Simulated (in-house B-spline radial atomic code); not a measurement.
**Excitations of Ti⁴⁺ by several methods**

Full response, energies in eV; labels give the largest channel, * marks a mixed state, a dash one above the method's threshold, and an imaginary frequency an unstable closed-shell reference. Computed with a B-spline radial code for spherical atoms: linear response of the closed shell [Ne] 3s2 3p6 with each method's own kernel (bare exchange for TDHF, static screening on G0W0 levels for BSE, the adiabatic kernel for functionals); scalar-relativistic (spin-free one-electron X2C), finite nucleus, no spin-orbit coupling, no double excitations, S, P, D and F terms only. Only terms of natural parity with L up to 3 were computed.

```tsv
method	3p → 3d 3P	3p → 3d 3F	3p → 3d 1F	α (bohr³)
TDHF	?	?	?	?
BSE on G0W0@HF	34.47	35.52	38.88	1.469
LDA VWN5	34.37	35.23	37.98	1.496
PBE	34.24	34.57	37.90	1.492
PBE0	34.19	34.69	38.15	1.486
B3LYP (VWN-RPA)	34.11	34.59	37.79	1.491
CAM-B3LYP	?	?	?	?
LC-wPBE	34.32	34.69	38.05	1.488
wB97X	34.60	35.22	38.11	1.482
HSE06	34.22	34.70	38.16	1.486
BHandHLYP	33.97	34.60	38.02	1.487
BLYP	34.06	34.36	37.55	1.497
PBEsol	34.25	34.81	38.00	1.493
BP86	34.32	34.57	37.84	1.49
LDA exchange-only	33.76	34.78	37.93	1.509
B97-1	34.38	34.90	37.86	1.487
RPBE	34.24	34.52	37.89	1.491
OLYP	34.09	34.84	37.99	1.483
```

Problem. What does TDHF give?

Solution. 3p → 3d 3P: 33.57; 3p → 3d 3F: 34.46; 3p → 3d 1F: 38.32; α: 1.482 (eV, bohr³).

Problem. What does CAM-B3LYP give?

Solution. 3p → 3d 3P: 34.08; 3p → 3d 3F: 34.62; 3p → 3d 1F: 37.82; α: 1.493 (eV, bohr³).
